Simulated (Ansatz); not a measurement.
AlBH8OSi2, SMILES `O[BH][Al]([SiH3])[SiH3]` at its PBE0-D4/def2-TZVP geometry, where that method's forces vanish. The species carries charge 0 and has multiplicity 1.

```xyz
13

O    -0.1260   -0.0647   -3.0721
B    -0.6753   -0.6605   -1.9846
Al   -0.0612   -0.0301   -0.0300
Si    1.7956   -1.1565    1.1367
Si   -1.2169    1.7417    1.2327
H    -0.4567   -0.4035   -3.9100
H    -1.4980   -1.5298   -2.1697
H     2.9889   -1.3288    0.2563
H     2.2510   -0.4521    2.3695
H     1.3693   -2.5282    1.5509
H    -2.3676    2.3658    0.5183
H    -0.2639    2.8387    1.5761
H    -1.7392    1.2077    2.5259
```

What forces (eV/Å) does ωB97M-V/def2-TZVPP give on these atoms in Ansatz 0.2.0? (Best estimate.)

Ansatz gave: 
```
O1   0.029  0.035 -0.178
B2  -0.133 -0.146  0.208
Al3  0.001  0.002  0.000
Si4  0.066 -0.048  0.041
Si5 -0.030  0.062  0.053
H6   0.024  0.024  0.061
H7   0.100  0.108 -0.006
H8  -0.131  0.017  0.098
H9  -0.051 -0.077 -0.136
H10  0.049  0.149 -0.044
H11  0.123 -0.069  0.075
H12 -0.103 -0.115 -0.035
H13  0.056  0.058 -0.137
```
